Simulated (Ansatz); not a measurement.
Ansatz (an electronic-structure program) input:

Ansatz 0.2 input:
```yaml
crystal:
  periodic: [false, false, false]
  atoms:
    - {symbol: Se, position_ang: [-1.63018124, 0.13206985, -0.17297277]}
    - {symbol: C, position_ang: [0.01863113, -0.17502831, 0.37408545]}
    - {symbol: Se, position_ang: [1.66902243, 0.04853661, -0.20684000]}
basis:
  gaussian:
    orbitals: def2-TZVP
hamiltonian:
  xc: b3lyp
  dispersion: d3bj
total_charge: -1
magnetization: {spin_polarized: true, initial_magnetization: 1}
relax: {f_tol: 0.002, max_steps: 150}
```

**Question.** What final total energy does it print?

**Answer.** -4841.31625 Eh (B3LYP-D3(BJ)/def2-TZVP). The basis has 127 functions.
